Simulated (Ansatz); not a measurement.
Geometry optimisation, Ansatz, RKS PBE0/def2-SVP.

The input (input.yaml):

```yaml
crystal:
  periodic: [false, false, false]
  atoms:
    - { symbol: "N", position_ang: [0.1333, 1.3931, 0.5655] }
    - { symbol: C, position_ang: [-0.0503, 0.1573, 0.3934] }
    - { symbol: Si, position_ang: [-0.4382, -1.0001, 1.8466] }
    - { symbol: O, position_ang: [0.1373, -0.4175, -0.8283] }
    - { symbol: Si, position_ang: [0.372, 0.3391, -2.274] }
    - { symbol: H, position_ang: [-0.0283, 1.7279, 1.5357] }
    - { symbol: H, position_ang: [0.7029, -2.0066, 2.0439] }
    - { symbol: H, position_ang: [-1.659, -1.7035, 1.6806] }
    - { symbol: H, position_ang: [-0.4921, -0.1908, 3.161] }
    - { symbol: H, position_ang: [-0.7162, 1.3023, -2.5638] }
    - { symbol: H, position_ang: [0.3968, -0.6722, -3.3156] }
    - { symbol: H, position_ang: [1.7188, 1.0156, -2.2111] }
basis:
  gaussian: { orbitals: def2-SVP }
hamiltonian:
  xc: pbe0
relax:
  f_tol: 0.02
  max_steps: 50
```

Run as:

```bash
$ ansatz run input.yaml --threads 2 --pin off --max-ram 3072MiB --backend cpu --events-out ev --progress --plain --runs-dir out
```

**Question.** Where does it end, and by what steps?

**Answer.** It converged. After 10 steps the energy has fallen by 0.315 eV; H6 moved furthest, 0.25 Å.

```
step  energy less start (eV)  largest force component (eV/Å)  accepted
   0                  0.0000                           1.973       yes
   1                 -0.2315                           1.045       yes
   2                 -0.2490                           2.252       yes
   3                 -0.3031                           0.198       yes
   4                 -0.3101                           0.161       yes
   5                 -0.3132                           0.102       yes
   6                 -0.3144                           0.051       yes
   7                 -0.3144                           0.062       yes
   8                 -0.3147                           0.025       yes
   9                 -0.3147                           0.046        no
  10                 -0.3147                           0.008       yes
```

```xyz
12
Properties=species:S:1:pos:R:3
N 0.121 1.388 0.388
C -0.036 0.128 0.401
Si -0.397 -1.030 1.878
O 0.055 -0.538 -0.762
Si 0.377 0.390 -2.174
H 0.036 1.810 1.313
H 0.708 -2.022 2.009
H -1.688 -1.739 1.645
H -0.485 -0.194 3.111
H -0.721 1.354 -2.452
H 0.404 -0.661 -3.229
H 1.703 1.058 -2.095
```

Run time: 42 s on 2 threads of Arm Neoverse V1 (shared host), peak memory 0.26 GiB.
